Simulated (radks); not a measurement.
Question: Isoelectronic series with 20 electrons, each ion in its NIST ground configuration. Calculated with a radial shooting solver on a logarithmic mesh with Libxc functionals: scalar-relativistic Kohn-Sham, SCAN, spin-polarised, spherical densities, finite nucleus; open shells are filled with parallel spins first; meta-GGA in the generalised Kohn-Sham scheme; Fermi nuclear charge, rms radius of each element as measured or else 0.836 A^(1/3) + 0.57 fm. Total energies (hartree) and mean radii <r> (bohr):

| ion | configuration | E (hartree) | 3d up | 3p down | 3p up | 3s down |
|---|---|---|---|---|---|---|
| Sc+ | [Ar] 3d1 4s1 | -764.12078 | 1.726 | 1.164 | 1.169 | 1.076 |
| Ti2+ | [Ar] 3d2 | -853.13545 | 1.416 | 1.084 | 1.083 | 1.009 |
| Cr4+ | [Ar] 3d2 | -1047.16947 | 1.014 | 0.9193 | 0.9151 | 0.8775 |
| Mn5+ | [Ar] 3d2 | -1152.14471 | 0.9028 | 0.8538 | 0.8494 | 0.8227 |
| Fe6+ | [Ar] 3d2 | -1262.43273 | 0.8178 | 0.7970 | 0.7926 | 0.7741 |
| Co7+ | [Ar] 3d2 | -1378.04628 | 0.7496 | 0.7473 | 0.7431 | 0.7307 |
| Ni8+ | [Ar] 3d2 | -1498.99662 | 0.6932 | 0.7035 | 0.6996 | 0.6919 |
| Cu9+ | [Ar] 3d2 | -1625.29768 | 0.6456 | 0.6646 | 0.6610 | 0.6569 |
| Zn10+ | [Ar] 3d2 | -1756.96947 | 0.6046 | 0.6298 | 0.6265 | 0.6252 |
| Ga11+ | [Ar] 3d2 | -1894.02612 | 0.5689 | 0.5985 | 0.5954 | 0.5963 |

Estimate the row of V3+ ([Ar] 3d2).

Answer: E (hartree) -947.49970; 3d up 1.168; 3p down 0.9954; 3p up 0.9921; 3s down 0.9392.
